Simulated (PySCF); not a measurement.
**NMR problem set**

[PySCF 2.14: shielding tensors at PBE0/pcSseg-1 (GIAO); geometry from GFN2-xTB; relativity neglected; rapidly exchanging positions averaged; no solvent model; one computed conformer]

δ = σ(ref) − σ, references computed at the same level: TMS for ¹H (σref 31.72) and ¹³C (σref 186.93). Splittings of carbon signals by F and P are missing where no couplings were computed. Where no couplings were computed, multiplicities follow the n + 1 count of equivalent neighbours, and m marks all less simple cases (inequivalent or close neighbours, rings, F or P nearby). Shifts are as computed. Against solution values, carbons near 30 ppm lie about +3 ppm off and those near 130 ppm about +5 ppm. Of 1211 compounds with measured shifts, 218 miss one by over three times the rms of a fit or turn the order of signals round; such compounds aren't used in these exercises.

Task: C$_{6}$H$_{14}$O. ¹H NMR (300 MHz, computed): δ 3.87 (q, 2H), 3.16 (d, 2H), 1.76 (m, 1H), 1.19 (t, 3H), 0.95 (d, 6H). ¹³C{¹H} NMR (computed): δ 79.8 (CH2), 70.1 (CH2), 33.9 (CH), 21.6 (CH3), 15.9 (CH3). Identify the compound.

Result: i-BuOEt (CCOCC(C)C). Rings plus π bonds: 0. 5 carbon signals for 6 carbons: some carbons are equivalent by symmetry or fast rotation. Carbon types of the structure: 1 × CH, 2 × CH2, 3 × CH3, which accounts for all hydrogens. δC 79.8, 70.1: sp3 CH2 bonded to O; deshielded by the electronegative neighbour. δC 33.9: sp3 CH; saturated and bonded to C and H only. δC 21.6, 15.9: methyl carbon; saturated and bonded to C and H only. δH 3.87, 3.16: hydrogen on an sp3 CH2 bonded to O; its carbon carries O, hence the downfield position.

The shifts were computed for this structure.

Task: C$_{3}$H$_{7}$FO$_{2}$Si$_{3}$. ¹H NMR (300 MHz, computed): δ 12.71 (m, 1H), 6.18 (m, 1H), 6.12 (m, 2H), 6.07 (m, 2H), 5.86 (m, 1H). ¹³C{¹H} NMR (computed): δ 240.3 (CH), 173.4 (C), 119.2 (CH2). Give a structure.

Result: `InChI=1S/C3H7FO2Si3/c1-3(4)9(2-5)7-6-8-9/h2H,1,7-8H2`. The formula gives 3 degrees of unsaturation (1 ring in the answer). 3 carbon signals for 3 carbons: no two carbons are equivalent. Carbon types of the structure: 1 × C, 1 × CH, 1 × CH2, leaving 4 H on heteroatoms. δC 240.3: carbonyl carbon. δC 173.4: fully substituted alkene carbon. δC 119.2: terminal =CH2 carbon; the olefinic region. δH 12.71: hydrogen on a carbonyl carbon.

The data come from this structure; uniqueness wasn't tested.
